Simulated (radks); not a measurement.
Task: The mean radii <r> (bohr) of the occupied orbitals of an atom or ion are listed with their occupations. Calculated with a radial shooting solver on a logarithmic mesh with Libxc functionals: scalar-relativistic Kohn-Sham, r2SCAN, spin-polarised, spherical densities, finite nucleus; meta-GGA in the generalised Kohn-Sham scheme; Fermi nuclear charge, rms radius of each element as measured or else 0.836 A^(1/3) + 0.57 fm.

| orbital | occ. | <r> |
|---|---|---|
| 1s up | 1 | 0.06960 |
| 1s down | 1 | 0.06960 |
| 2s up | 1 | 0.3241 |
| 2s down | 1 | 0.3238 |
| 2p up | 3 | 0.2897 |
| 2p down | 3 | 0.2894 |
| 3s up | 1 | 1.008 |
| 3s down | 1 | 1.009 |
| 3p up | 3 | 1.087 |
| 3p down | 3 | 1.085 |
| 3d up | 2 | 1.516 |
| 4s up | 1 | 3.131 |

Name the element and its charge. Open shells, if any, are filled with parallel spins first.

Result: Z = 22, titanium, charge +1: Ti+ in [Ar] 3d2 4s1. The 1s radius gives Z: for a bare nucleus <r> = (2 gamma + 1)/(2Z) with gamma = sqrt(1 - (Z/c)^2), 0.06759 bohr for Z = 22, and screening makes it slightly larger (0.06960 here). The occupations add up to 21, and the charge is Z minus that.
